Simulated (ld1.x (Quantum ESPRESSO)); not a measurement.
u(r) = r·R(r): atom against pseudo-atom (oxygen (O))

Columns: radius, all-electron u(r) and pseudo u(r) of the 2p shell (level -9.04 eV) of oxygen in the configuration [He] 2s2 2p4; PBE, non-relativistic, TM scheme, ld1.x (Quantum ESPRESSO) 7.5.

```csv
r (bohr),all-electron,pseudo
0.100,0.1031,0.0308
0.200,0.2902,0.1190
0.300,0.4712,0.2519
0.400,0.6171,0.4106
0.500,0.7236,0.5730
0.600,0.7935,0.7180
0.700,0.8321,0.8292
0.800,0.8458,0.8979
0.900,0.8409,0.9239
1.000,0.8226,0.9136
1.100,0.7951,0.8774
1.200,0.7615,0.8260
1.300,0.7244,0.7686
1.400,0.6853,0.7118
1.500,0.6457,0.6591
1.600,0.6062,0.6117
1.700,0.5677,0.5693
1.800,0.5304,0.5307
1.900,0.4947,0.4947
2.000,0.4608,0.4608
2.100,0.4286,0.4286
2.200,0.3984,0.3984
2.300,0.3700,0.3700
2.400,0.3434,0.3434
2.500,0.3185,0.3185
2.600,0.2953,0.2953
```

**Question.** How many radial nodes do the two functions have?

**Answer.** The all-electron 2p function has n − l − 1 = 0; the pseudo-wave has 0.

**Question.** At about which radius was the pseudo-wave matched?

**Answer.** 2.00 bohr. The columns agree to 0.0005 from 1.80 bohr on; several derivatives are matched, so the curves merge somewhat inside the radius.

**Question.** Is the pseudo-wave norm-conserving?

**Answer.** Yes: the TM scheme keeps the norm inside the radius equal to the all-electron one, which fixes the energy derivative of the logarithmic derivative at the level.
